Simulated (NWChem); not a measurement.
System: GeH$_{2}$F$_{2}$; SMILES [GeH2]([F])[F]

NWChem printed, in part:

```
             Northwest Computational Chemistry Package (NWChem) 7.3.0
             --------------------------------------------------------

                             Geometry "geometry" -> ""
                             -------------------------

 Output coordinates in angstroms (scale by  1.889725989 to convert to a.u.)

  No.       Tag          Charge          X              Y              Z
 ---- ---------------- ---------- -------------- -------------- --------------
    1 Ge                  32.0000     0.00000000     0.00000000    -0.29858300
    2 F                    9.0000    -1.37214500     0.00000000     0.75314700
    3 F                    9.0000     1.37214500     0.00000000     0.75314700
    4 H                    1.0000     0.00000000     1.31857600    -1.07251100
    5 H                    1.0000     0.00000000    -1.31857600    -1.07251100

 Effective nuclear repulsion energy (a.u.)     221.5006029750

  pbe96 is a nonlocal functional; adding pw91lda local functional.
                              NWChem Property Module
                              ----------------------

  itol2e modified to match energy
  convergence criterion.

                                 NWChem DFT Module
                                 -----------------

 Summary of "ao basis" -> "ao basis" (spherical)
 ------------------------------------------------------------------------------
       Tag                 Description            Shells   Functions and Types
 ---------------- ------------------------------  ------  ---------------------
 Ge                         pcsseg-1                15       41   5s7p3d
 F                          pcsseg-1                 7       17   3s3p1d
 H                          pcsseg-1                 3        5   2s1p

  itol2e modified to match energy
  convergence criterion.

            General Information
            -------------------
          SCF calculation type: DFT
          Wavefunction type:  closed shell.
          No. of atoms     :     5
          No. of electrons :    52
           Alpha electrons :    26
            Beta electrons :    26
          Charge           :     0
          Spin multiplicity:     1
          Use of symmetry is: off; symmetry adaption is: off
          Maximum number of iterations: 150
          AO basis - number of functions:    85
                     number of shells:    35
          Convergence on energy requested:  1.00D-07
          Convergence on density requested:  1.00D-05
          Convergence on gradient requested:  5.00D-04

[...]

          -----------------------------------------
          Chemical Shielding Tensors (GIAO, in ppm)
          -----------------------------------------

                                NWChem CPHF Module
                                ------------------

  scftype          =     RHF
  nclosed          =       26
  nopen            =        0
  variables        =     1534
  # of vectors     =        3
  tolerance        = 0.10D-03
  level shift      = 0.00D+00
  max iterations   =       50
  max subspace     =       30

 SCF residual:    2.6398187069833694E-005

Iterative solution of linear equations
  No. of variables     1534
  No. of equations        3
  Maximum subspace       30
        Iterations       50
       Convergence  1.0D-04

   iter   nsub   residual    time
   ----  ------  --------  ---------
     1      3    1.73D-05      15.5

      Atom:    1  Ge
        Diamagnetic
   2760.5880     -0.0000      0.0000
     -0.0000   2753.7929      0.0000
      0.0000      0.0000   2757.4609

        Paramagnetic
  -1500.3706      0.0000      0.0000
      0.0000  -1497.5434      0.0000
      0.0000      0.0000  -1569.0414

        Total Shielding Tensor
   1260.2174      0.0000      0.0000
      0.0000   1256.2496      0.0000
      0.0000      0.0000   1188.4194

           isotropic =    1234.9621
          anisotropy =      37.8829

          Principal Components and Axis System
                 1           2           3
             1260.2174   1256.2496   1188.4194

      1         1.0000     -0.0000     -0.0000
      2         0.0000      1.0000     -0.0000
      3         0.0000      0.0000      1.0000

      Atom:    2  F
        Diamagnetic
    486.7164     -0.0000    -11.0152
     -0.0000    468.8263      0.0000
    -11.0152      0.0000    478.9873

        Paramagnetic
   -103.8298      0.0000     42.0554
      0.0000   -258.7221      0.0000
     42.0554      0.0000   -111.4457

        Total Shielding Tensor
    382.8865      0.0000     31.0402
      0.0000    210.1042      0.0000
     31.0402      0.0000    367.5416

           isotropic =     320.1774
          anisotropy =     130.5165

          Principal Components and Axis System
                 1           2           3
              407.1885    343.2397    210.1042

      1         0.7874     -0.6165     -0.0000
      2         0.0000     -0.0000      1.0000
      3         0.6165      0.7874     -0.0000

      Atom:    3  H
        Diamagnetic
     19.8348      0.0000      0.0000
      0.0000     35.6967    -10.8486
      0.0000    -10.8486     26.1594

        Paramagnetic
      0.1742     -0.0000     -0.0000
     -0.0000     -4.5312      2.9168
     -0.0000      2.9168     -1.9841

        Total Shielding Tensor
     20.0090     -0.0000     -0.0000
     -0.0000     31.1655     -7.9318
     -0.0000     -7.9318     24.1753

           isotropic =      25.1166
          anisotropy =      16.8323

          Principal Components and Axis System
                 1           2           3
               36.3381     20.0090     19.0027

      1         0.0000      1.0000      0.0000
      2         0.8376     -0.0000      0.5462
      3        -0.5462     -0.0000      0.8376
```

Level: PBE/pcSseg-1, GIAO. Geometry: optimised at PBE0/def2-SVP. NWChem prints the field gradient with the sign opposite to the second derivative of the potential. The output numbers the shielded atoms by their place in the input's list. The printed shielding anisotropy is the first printed principal value minus the mean of the other two.

Task: Reconstruct the input file.

Result: One answer among several that fit: the input that was run:
```
start job
memory heap 200 mb stack 900 mb global 1100 mb
geometry units angstroms noautosym nocenter noautoz
  Ge     0.000000     0.000000    -0.298583
  F     -1.372145     0.000000     0.753147
  F      1.372145     0.000000     0.753147
  H      0.000000     1.318576    -1.072511
  H      0.000000    -1.318576    -1.072511
end
basis spherical
  * library pcsseg-1
end
dft
  xc xpbe96 cpbe96
  iterations 150
end
property
  shielding 3 1 2 4
  efieldgrad
end
task dft property
```
